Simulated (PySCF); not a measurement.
Record of a relaxation.

Species: C3H5ClO2Si.
Bonds: C1–Si2, Si2–Cl3, Si2–O4, O4–C5, C5–C6 (double), C6–O7, Si2–O7. Hydrogens: H8, H9, H10 on C1; H11 on C5; H12 on C6.

Computed by this run: PBE0-D3(BJ)/def2-SVP geometry optimisation, gas phase in PySCF 2.14.0; density fitting, grid level 1; the optimiser is geomeTRIC in internal coordinates, started from a GFN2-xTB structure with every atom displaced at random (about 0.01 Å). The frame can shift and turn from step to step; on so coarse a grid that alone can change the energy by a few meV, and forces under 0.02 eV/Å are noise.

Step 0: E = -27662.6331 eV, largest atomic force 1.954 eV/Å
```
atom  x, y, z in Å  |  force x, y, z in eV/Å
C1     -1.950    0.299   -0.385    0.226   1.160   0.422
Si2    -0.427   -0.142    0.584   -0.066   0.318  -1.159
Cl3    -0.900   -0.671    2.461   -0.278  -0.258   0.853
O4      0.554   -1.282   -0.160   -1.519  -1.229   0.020
C5      1.760   -0.765   -0.412    0.311   1.172   0.406
C6      1.891    0.507   -0.017    0.325  -0.278  -0.160
O7      0.772    1.024    0.554   -0.401   0.821   0.335
H8     -1.727    0.624   -1.414    0.165  -0.170   0.084
H9     -2.659   -0.509   -0.406   -0.488  -0.821  -0.086
H10    -2.490    1.146    0.102    0.341  -0.292  -0.074
H11     2.466   -1.413   -0.858    0.981  -0.669  -0.573
H12     2.749    1.154   -0.073    0.404   0.246  -0.067
```

Step 1: E = -27662.7529 eV, largest atomic force 0.570 eV/Å
```
atom  x, y, z in Å  |  force x, y, z in eV/Å
C1     -2.010    0.387   -0.165   -0.091  -0.230  -0.287
Si2    -0.393   -0.184    0.498   -0.162   0.153   0.524
Cl3    -0.772   -0.801    2.440    0.161   0.008  -0.166
O4      0.506   -1.337   -0.326    0.177   0.047  -0.200
C5      1.759   -0.799   -0.559   -0.058  -0.272  -0.006
C6      1.910    0.463   -0.142   -0.045   0.083   0.069
O7      0.793    1.013    0.439    0.086   0.002  -0.034
H8     -1.908    0.799   -1.180   -0.007  -0.004   0.008
H9     -2.746   -0.435   -0.180    0.100   0.070  -0.008
H10    -2.398    1.167    0.503    0.000   0.086   0.048
H11     2.499   -1.451   -1.031   -0.135   0.092   0.050
H12     2.797    1.094   -0.205   -0.025  -0.034   0.003
```

Step 2: E = -27662.7711 eV, largest atomic force 0.282 eV/Å
```
atom  x, y, z in Å  |  force x, y, z in eV/Å
C1     -2.010    0.383   -0.177    0.003  -0.038  -0.058
Si2    -0.394   -0.163    0.516   -0.106   0.046   0.258
Cl3    -0.736   -0.805    2.451    0.085   0.039  -0.107
O4      0.488   -1.317   -0.331    0.061  -0.017  -0.152
C5      1.746   -0.798   -0.557   -0.147  -0.051   0.079
C6      1.911    0.459   -0.126    0.068   0.038  -0.033
O7      0.803    1.024    0.454   -0.005  -0.028   0.017
H8     -1.899    0.785   -1.194    0.025  -0.006   0.008
H9     -2.732   -0.447   -0.192    0.022  -0.005   0.006
H10    -2.413    1.170    0.479   -0.017   0.014  -0.027
H11     2.468   -1.452   -1.043    0.003   0.010   0.003
H12     2.806    1.077   -0.187    0.008  -0.002   0.007
```

Step 3: E = -27662.7780 eV, largest atomic force 0.231 eV/Å
```
atom  x, y, z in Å  |  force x, y, z in eV/Å
C1     -2.009    0.380   -0.185    0.026   0.092   0.105
Si2    -0.398   -0.144    0.535    0.011   0.042   0.002
Cl3    -0.689   -0.804    2.463    0.005   0.027   0.004
O4      0.456   -1.296   -0.348    0.028   0.074  -0.019
C5      1.719   -0.793   -0.552    0.134  -0.061  -0.089
C6      1.918    0.458   -0.113   -0.160  -0.167  -0.012
O7      0.814    1.029    0.471   -0.090   0.104   0.082
H8     -1.877    0.765   -1.206    0.029  -0.011  -0.009
H9     -2.715   -0.461   -0.202   -0.026  -0.038   0.001
H10    -2.437    1.175    0.446   -0.025  -0.026  -0.050
H11     2.428   -1.450   -1.048    0.075  -0.037  -0.026
H12     2.826    1.057   -0.165   -0.006   0.001   0.011
```

Step 4: E = -27662.7793 eV, largest atomic force 0.220 eV/Å
```
atom  x, y, z in Å  |  force x, y, z in eV/Å
C1     -2.008    0.383   -0.184    0.002   0.074   0.112
Si2    -0.399   -0.130    0.545    0.052  -0.084  -0.157
Cl3    -0.661   -0.796    2.470   -0.028  -0.004   0.065
O4      0.443   -1.278   -0.362   -0.124  -0.086   0.019
C5      1.714   -0.799   -0.561   -0.105   0.179   0.072
C6      1.908    0.448   -0.107    0.205   0.042  -0.029
O7      0.815    1.037    0.482   -0.007  -0.068  -0.033
H8     -1.861    0.756   -1.207    0.012  -0.014  -0.019
H9     -2.704   -0.468   -0.203   -0.026  -0.021  -0.011
H10    -2.457    1.181    0.426   -0.013  -0.021  -0.022
H11     2.424   -1.456   -1.058    0.021  -0.009   0.000
H12     2.822    1.038   -0.147    0.011   0.011   0.002
```

Step 5: E = -27662.7817 eV, largest atomic force 0.053 eV/Å
```
atom  x, y, z in Å  |  force x, y, z in eV/Å
C1     -2.010    0.383   -0.180    0.004   0.026   0.046
Si2    -0.398   -0.137    0.538    0.020  -0.016  -0.044
Cl3    -0.670   -0.795    2.468   -0.004   0.001   0.021
O4      0.447   -1.286   -0.361   -0.034  -0.001  -0.011
C5      1.716   -0.796   -0.563    0.001   0.020   0.017
C6      1.914    0.450   -0.111    0.018  -0.002  -0.015
O7      0.815    1.033    0.475   -0.007  -0.004   0.010
H8     -1.868    0.757   -1.204    0.005  -0.009  -0.007
H9     -2.711   -0.464   -0.197   -0.004  -0.007  -0.006
H10    -2.453    1.181    0.435   -0.005  -0.006  -0.011
H11     2.428   -1.454   -1.057    0.005  -0.004   0.001
H12     2.826    1.043   -0.151    0.000   0.003  -0.001
```

Step 6: E = -27662.7819 eV, largest atomic force 0.020 eV/Å
```
atom  x, y, z in Å  |  force x, y, z in eV/Å
C1     -2.011    0.385   -0.176    0.001   0.008   0.018
Si2    -0.397   -0.136    0.538    0.006  -0.002  -0.019
Cl3    -0.666   -0.795    2.469    0.001  -0.001   0.011
O4      0.445   -1.284   -0.366   -0.013   0.005   0.001
C5      1.715   -0.796   -0.564    0.012   0.004  -0.007
C6      1.915    0.449   -0.113   -0.004  -0.008   0.005
O7      0.817    1.032    0.474   -0.002   0.003   0.001
H8     -1.868    0.757   -1.201    0.000  -0.004  -0.002
H9     -2.711   -0.463   -0.194    0.000  -0.002  -0.002
H10    -2.455    1.183    0.438   -0.001  -0.001  -0.004
H11     2.427   -1.456   -1.058    0.000  -0.002  -0.001
H12     2.828    1.041   -0.153    0.000   0.000  -0.001
```

Question: Summarise the path.

Answer: The energy falls by 3.43 kcal/mol from step 0 to step 6; nine tenths of that is first reached at step 2. It falls at every step. The largest force goes from 1.954 to 0.020 eV/Å. Among the bonds Si2–Cl3 changes most, from 2.007 to 2.058 Å; the atoms move by 0.077 Å rms after alignment.

The cost below is that of the whole optimisation. The run took 75 s wall on an Arm Neoverse V1 with one thread, shared host with 32 logical CPUs at a one-minute load of 34, and the process peaked at 0.51 GiB of memory.
